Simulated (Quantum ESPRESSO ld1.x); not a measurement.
Task: The calcium ion Ca2+, configuration [Ne] 3s2 3p5.75 3d0.25 (fractional occupations, a model configuration). All-electron calculation, scalar-relativistic Kohn-Sham, LDA (Slater exchange, Perdew-Zunger correlation), spin-polarised, spherical densities, point nucleus; open shells are filled with parallel spins first. Program: ld1.x of Quantum ESPRESSO 7.5. Some entries of the table are withheld. Estimate them.

orbital,occ.,eigenvalue (hartree),r(max) (bohr)
1s up,1,-145.343,0.050
1s down,1,-145.340,0.050
2s up,1,-15.7873,0.300
2s down,1,-15.7824,0.300
2p up,3,-12.9033,0.246
2p down,3,-12.8981,0.246
3s up,1,-2.30852,0.988
3s down,1,-2.29093,0.988
3p up,3,-1.61060,1.05
3p down,2.75,-1.59364,1.05
3d up,0.25,(1),(2)
3d down,0,(3),(4)
4s up,0,-0.54308,2.84
4s down,0,-0.53581,2.86
4p up,0,-0.39896,3.33
4p down,0,-0.39329,3.36

Result: 
(1) 3d up eigenvalue (hartree): -0.61368
(2) 3d up r(max) (bohr): 1.20
(3) 3d down eigenvalue (hartree): -0.59941
(4) 3d down r(max) (bohr): 1.21
